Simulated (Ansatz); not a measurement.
Reaction (homolysis of the In–O bond): `CC(C)[O][InH2]` → `[InH2]`• + `CC(C)[O]`•

Computed with Ansatz on PBE0-D4/def2-TZVP structures; ΔE is electronic, products minus reactants. CCSD(T)/CBS adds triple-zeta CCSD(T) − MP2 to the extrapolated MP2 energy (def2 sets, frozen cores). Functionals use def2-TZVPP. Open shells (•) are unrestricted, without spin–orbit coupling. Elements past krypton have def2 core potentials. For In outer-core shells are correlated without core-valence functions, which leaves a few kJ/mol of doubt a bond. One conformer a species, not always the lowest.

```tsv
level	ΔE (kJ/mol)
r2SCAN0-D4	315.1
B2PLYP	339.3
r2SCAN	322.0
MP2/def2-SVP	368.8
```

Q: What does CCSD(T)/CBS give? (An estimate is asked.)

A: Computed: +373.8 kJ/mol. The listed levels differ from it by -58.7, -34.5, -51.8, -5.0 kJ/mol.

Largest T1 diagnostic among the species: 0.018.

The D4 term adds +14.6 kJ/mol with B3LYP and +8.2 kJ/mol with PBE0; it sums over pairs of atoms, weighted by their polarisabilities, and B3LYP, whose exchange is more repulsive, gets the larger term. From PBE to PBE0 (25 % exact exchange), in def2-TZVPP and without D4, ΔE moves by −4.9 kJ/mol: exact exchange takes away binding that semilocal exchange gives to molecules.

B3LYP here is the variant with VWN-RPA as its local correlation; programs differ in this.
